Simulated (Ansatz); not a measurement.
Basis sets compared for Sn3H2. Total charge 0; singlet. Geometry PBE-D4/def2-SVP. Ansatz on 4 threads of Arm Neoverse N1 on a shared host; times are rough, and most runs start from earlier orbitals.

```xyz
5

Sn   -0.922   -1.655   -0.079
Sn    0.993   -0.347    1.578
Sn   -0.044    1.117   -0.831
H    -1.317   -0.446   -1.458
H     1.290    1.330    0.791
```

In the def2 sets Sn takes a core potential; there is no spin–orbit coupling. The structure comes from a short search, and lower isomers may exist.

Binding counts from free atoms (Sn triplet, H doublet) in the same basis, without a counterpoise term.

| level | functions | energy (Eh) | HOMO (eV) | LUMO (eV) | binding per atom (eV) | wall time |
| --- | --- | --- | --- | --- | --- | --- |
| PBE-D4/def2-SVP | 88 | -644.1321 | -4.97 | -2.90 | 2.19 | 1.1 s |
| PBE-D4/def2-TZVP | 162 | -644.1532 | -4.96 | -2.91 | 2.21 | 2.2 s |
| r2SCAN-D4/def2-TZVP | 162 | -644.3849 | -5.16 | -2.92 | 2.14 | 5.5 s |
| PBE0-D4/def2-SVP | 88 | -644.1448 | -5.63 | -2.36 | 2.08 | 1.9 s |
| PBE0-D4/def2-TZVP (with forces) | 162 | -644.1644 | -5.61 | -2.35 | 2.10 | 7 s |

Problem. Estimate the rows for PBE-D4/def2-TZVPD, r2SCAN-D4/def2-TZVPD, PBE0-D4/def2-TZVPD.

Solution. 
```tsv
level	functions	energy (Eh)	HOMO (eV)	LUMO (eV)	binding per atom (eV)	wall time
PBE-D4/def2-TZVPD	186	-644.1542	-4.98	-2.94	2.21	3.1 s
r2SCAN-D4/def2-TZVPD	186	-644.3858	-5.17	-2.94	2.14	6.5 s
PBE0-D4/def2-TZVPD	186	-644.1652	-5.63	-2.37	2.11	4.7 s
```
